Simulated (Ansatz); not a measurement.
Start from `[OH][Zr]([OH])([I])[I]` and change one atom or group to get `[OH][Zr]([OH])([F])[I]`.

Ansatz, PBE0-D4/def2-TZVP geometries, multiplicity 1. Each molecule was computed in one conformer, which needn't be the lowest.

Elements past krypton have def2 core potentials.  Spin–orbit coupling is left out; it splits and shifts lone-pair levels of the heavy atoms by tenths of an eV.

| property | `[OH][Zr]([OH])([I])[I]` |
| --- | --- |
| HOMO–LUMO gap (B3LYP/def2-TZVPP) / eV | 5.16 |
| HOMO–LUMO gap (PBE/def2-TZVPP) / eV | 3.79 |
| HOMO energy (PBE/def2-TZVPP) / eV | -6.34 |
| LUMO energy (PBE/def2-TZVPP) / eV | -2.56 |
| HOMO–LUMO gap (ωB97M-V/def2-TZVPP) / eV | 9.51 |
| HOMO–LUMO gap (PBE0/def2-TZVPP) / eV | 5.59 |

(1) What does the change do to each property? (Best estimate.)

Results:

(1) Ansatz gave: 
```json
{"property": "HOMO–LUMO gap (B3LYP/def2-TZVPP) / eV", "`[OH][Zr]([OH])([F])[I]`": "6.08", "shift": "0.92"}
{"property": "HOMO–LUMO gap (PBE/def2-TZVPP) / eV", "`[OH][Zr]([OH])([F])[I]`": "4.59", "shift": "0.80"}
{"property": "HOMO energy (PBE/def2-TZVPP) / eV", "`[OH][Zr]([OH])([F])[I]`": "-6.42", "shift": "-0.08"}
{"property": "LUMO energy (PBE/def2-TZVPP) / eV", "`[OH][Zr]([OH])([F])[I]`": "-1.83", "shift": "0.73"}
{"property": "HOMO–LUMO gap (ωB97M-V/def2-TZVPP) / eV", "`[OH][Zr]([OH])([F])[I]`": "10.10", "shift": "0.59"}
{"property": "HOMO–LUMO gap (PBE0/def2-TZVPP) / eV", "`[OH][Zr]([OH])([F])[I]`": "6.56", "shift": "0.97"}
```

With PBE0 the HOMO falls by 0.13 eV and the LUMO rises by 0.84 eV, so the gap widens by about 0.97 eV. PBE moves the HOMO by -0.08 eV and ωB97M-V by -0.18 eV.

Positive LUMOs are unbound, so they and the gaps depend on the basis.

B3LYP here is the variant with VWN-RPA as its local correlation; programs differ in this.
